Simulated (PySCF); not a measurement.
# Correlation energy of As (arsenic, neutral)

[Ar] 3d10 4s2 4p3, high-spin 4S determinant. Calculation: PySCF 2.14, in dyall-av2z; the non-relativistic Hamiltonian (point nucleus). Frozen: [Ar] 3d10; 5 electrons correlated; the 34 highest virtual orbitals of each spin left out.

```json
{"level": "CCSD", "correlation energy (mhartree)": "-75.74"}
{"level": "(T)", "correlation energy (mhartree)": "-1.40"}
{"level": "CCSD(T)", "correlation energy (mhartree)": "-77.14"}
```

Diagnostics: T1 = 0.0028, D1 = 0.0076, largest double amplitude 0.039.

Task: Is a single reference adequate?

Result: Yes, within this model without spin-orbit coupling: T1 lies below 0.03 and no double amplitude reaches 0.07.
